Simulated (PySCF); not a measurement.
F₃H₃O₃Si₂, SMILES O[Si](O)(O)[Si](F)(F)F. Atoms are numbered in the order given.

```xyz
11

Si     0.0000     0.0000     1.1337
F      1.4137     0.4740     1.7467
F     -1.1173     0.9873     1.7467
F     -0.2964    -1.4613     1.7467
Si     0.0000     0.0000    -1.1916
O      0.7727     1.3469    -1.7319
O     -1.5528    -0.0043    -1.7319
O      0.7801    -1.3426    -1.7319
H      1.7222     1.4179    -1.5952
H     -2.0891     0.7825    -1.5952
H      0.3669    -2.2005    -1.5952
```

The structure is a stationary point at PBE0-D3(BJ)/def2-SVP. The structure was generated by enumeration, and PubChem lists no compound with its InChIKey, so it may never have been made. One conformer was computed; it need not be the lowest.

Vertical ionisation energy (IE) and electron affinity (EA) in eV. Rows of orbital energies are one-electron estimates. Where ΔSCF, EOM or ADC give a negative EA the extra electron is unbound and the value depends on the basis.

```tsv
level	IE	EA
−ε(HOMO), −ε(LUMO), PBE0/def2-TZVP (PySCF)	(withheld)	(withheld)
−ε(HOMO), −ε(LUMO), PBE/def2-TZVP (PySCF)	7.28	1.15
```

**Question.** Complete the blanks. (An estimate is asked for; the answer gives what the named calculation found.)

**Answer.** 
- −ε(HOMO), −ε(LUMO), PBE0/def2-TZVP (PySCF), IE: 8.75
- −ε(HOMO), −ε(LUMO), PBE0/def2-TZVP (PySCF), EA: 0.31
